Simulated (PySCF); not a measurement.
(E)-2-fluorobut-2-ene (C₄H₇F), SMILES F/C(=C/C)C.

The structure is a stationary point at ωB97X-D3(BJ)/def2-SVP.

Calculation: B3LYP/def2-TZVP in PySCF.

The molecule is in vacuum.

* **total energy**: -256.57411 hartree
* **point group**: Cs
* **highest occupied level**: -6.64 eV
* **lowest empty level**: 0.48 eV
* **orbital gap**: 7.13 eV
* **dipole moment**: 0.361 e·Å
* **quadrupole, principal values (traceless, Buckingham form, about the centre of nuclear charge)**: -3.22, -0.86, 4.09 D·Å
* **mean static polarisability**: 51.1 bohr³ (7.56 Å³)
* **polarisability, principal values**: 38.6, 47.3, 67.3 bohr³
